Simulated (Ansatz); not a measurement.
`[NH2][Zn][CH2]F` + H₂ → `F[CH2][ZnH]` + NH₃ at 500 K and 1 bar (hydrogenolysis of a Zn–N bond).

Computed with Ansatz on PBE0-D4/def2-TZVP structures; ΔE is electronic, products minus reactants. CBS: MP2 limit from def2 TZ/QZ plus the TZ coupled-cluster correction, frozen cores. This one scheme is used for every species. For Zn outer-core shells are correlated without core-valence functions, which leaves a few kJ/mol of doubt a bond. Scalar relativity is left out up to krypton. Each species was taken in one conformer, which may not be the lowest.

```json
{"species": "`[NH2][Zn][CH2]F`", "CCSD(T)/CBS energy (Eh)": "-1973.31959", "H − E (kJ/mol)": "180.6", "S (J/(mol·K))": "389.2"}
{"species": "H₂", "CCSD(T)/CBS energy (Eh)": "-1.17544", "H − E (kJ/mol)": "41.0", "S (J/(mol·K))": "145.5"}
{"species": "`F[CH2][ZnH]`", "CCSD(T)/CBS energy (Eh)": "-1917.98456", "H − E (kJ/mol)": "120.5", "S (J/(mol·K))": "325.5"}
{"species": "NH₃", "CCSD(T)/CBS energy (Eh)": "-56.50880", "H − E (kJ/mol)": "108.2", "S (J/(mol·K))": "211.8"}
```

H − E and S are ideal-gas, rigid-rotor, harmonic terms from PBE0-D4/def2-TZVP, for one conformer and one mirror image of each species. The MP2-based limit puts H₂ 0.8 mEh under its directly extrapolated value; such offsets cancel only in part. 1 Eh = 2625.50 kJ/mol, R = 8.31446 J/(mol·K).

Q: By hand: ΔE, ΔH, ΔS and ΔG.

A: ΔE = (-1917.98456) + (-56.50880) − (-1973.31959) − (-1.17544) = 0.00167 Eh = 4.4 kJ/mol. Δ(H − E) = 120.5 + 108.2 − 180.6 − 41.0 = 7.1, so ΔH = 11.5 kJ/mol. ΔS = 325.5 + 211.8 − 389.2 − 145.5 = 2.6 J/(mol·K). ΔG = 11.5 − 500 × (2.6)/1000 = 10.2 kJ/mol.

Q: By hand: the equilibrium constant, and the temperature at which ΔG would vanish if ΔH and ΔS stayed fixed.

A: log₁₀ K = −ΔG/(RT ln 10) = -1.1. ΔG = 0 at ΔH/ΔS = 4423 K, far beyond where these terms or the molecules hold.

The number of gas molecules stays the same, so ΔS is small and ΔH decides. A doubt of 5 kJ/mol in ΔE shifts log₁₀ K by 0.5 here. Other conformers and mirror images would add mixing entropy, several J/(mol·K) or more a flexible species. These are equilibria of isolated gas molecules and say nothing of rates. Largest T1 diagnostic: 0.015 (customary marks: 0.02 for closed shells, 0.045 for open ones).
